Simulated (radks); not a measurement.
Species: Sr IV. Configuration: [Ar] 3d10 4s2 4p(1/2: 1, 3/2: 4). Calculated with a radial shooting solver on a logarithmic mesh with Libxc functionals: Dirac Kohn-Sham, BLYP, spin-unpolarised, spherical densities, finite nucleus; Fermi nuclear charge, rms radius 4.224 fm.

Spin-orbit splittings of the eigenvalues, e(l+1/2) - e(l-1/2), with zeta = 2 splitting/(2l+1) and mean radii in bohr:

| shell | occ. | splitting (eV) | zeta (eV) | <r> j=l-1/2 | <r> j=l+1/2 |
|---|---|---|---|---|---|
| 2p | 6 | 68.46 | 45.64 | 0.1474 | 0.1516 |
| 3p | 6 | 10.51 | 7.006 | 0.4912 | 0.5017 |
| 3d | 10 | ? | ? | 0.4954 | 0.4991 |
| 4p | 5 | 1.301 | 0.8670 | 1.474 | 1.503 |

Estimate the 3d splitting.

Answer. 1.836 eV (zeta = 0.7345 eV).
